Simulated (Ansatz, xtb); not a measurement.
**Ranking isomers of C4H12AlNO**

5 gas-phase structures of C4H12AlNO, from a drawn sample of its isomers (lower ones may exist). Each was relaxed with GFN2-xTB; where two conformers were screened, the lower at r2SCAN-D4/def2-SVP is listed:

A. `C=C(C)[O][Al@H-]([CH3])[NH3+]`, a singlet
B. `CC[NH][Al]([CH3])[O]C`, a singlet
C. `C[N]1CC[O+](C)[AlH2-]1`, a singlet
D. `CC[N](C)[AlH][O]C`, a singlet
E. `C[NH][AlH][O]C(C)C`, a singlet

Q: Estimate their order in r2SCAN-D4/def2-SVP energy at these geometries, lowest first.

A: Calculated order at r2SCAN-D4/def2-SVP: B (0.0), E (5.5), A (6.7), D (17.3), C (50.3) kcal/mol.

Energies above the lowest of each column, in kcal/mol; the last columns are at B3LYP-D3(BJ)/def2-SVP geometries and were run for some of them only (a dash: not run or not comparable):

```json
{"structure": "B", "GFN2-xTB": "20.4", "HF/STO-3G": "0.0", "r2SCAN-D4/def2-SVP": "0.0", "B3LYP-D3(BJ)/def2-SVP": "0.0", "CCSD(T)/def2-SVP + ΔMP2/def2-TZVPP": "0.0"}
{"structure": "E", "GFN2-xTB": "0.0", "HF/STO-3G": "9.8", "r2SCAN-D4/def2-SVP": "5.5", "B3LYP-D3(BJ)/def2-SVP": "4.0", "CCSD(T)/def2-SVP + ΔMP2/def2-TZVPP": "5.6"}
{"structure": "A", "GFN2-xTB": "28.3", "HF/STO-3G": "28.8", "r2SCAN-D4/def2-SVP": "6.7", "B3LYP-D3(BJ)/def2-SVP": "4.0", "CCSD(T)/def2-SVP + ΔMP2/def2-TZVPP": "6.2"}
{"structure": "D", "GFN2-xTB": "6.7", "HF/STO-3G": "16.4", "r2SCAN-D4/def2-SVP": "17.3", "B3LYP-D3(BJ)/def2-SVP": "14.7", "CCSD(T)/def2-SVP + ΔMP2/def2-TZVPP": "–"}
{"structure": "C", "GFN2-xTB": "26.8", "HF/STO-3G": "11.4", "r2SCAN-D4/def2-SVP": "50.3", "B3LYP-D3(BJ)/def2-SVP": "–", "CCSD(T)/def2-SVP + ΔMP2/def2-TZVPP": "–"}
```

CCSD(T)/def2-SVP + ΔMP2/def2-TZVPP puts B lowest of those it was run on; GFN2-xTB picks E. Some further structures that were screened fall inside this span and aren't listed. Flexible structures stand in one conformer each, not always the lowest. E keeps a small imaginary mode. Frequencies (GFN2-xTB) were run for A, B, E alone. The ΔMP2 step shifts differences by up to 3.1 kcal/mol, which makes them less sure. ΔMP2 is the change of the MP2 energy from the smaller to the larger basis.

Over these structures GFN2-xTB departs from r2SCAN-D4/def2-SVP by 16.4 kcal/mol on average once a common shift is removed. A GFN2-xTB relaxation took about 0.24 s and the r2SCAN-D4/def2-SVP energy about 2.6 s on a shared host (Ansatz 0.2.0, xtb 6.7.1).
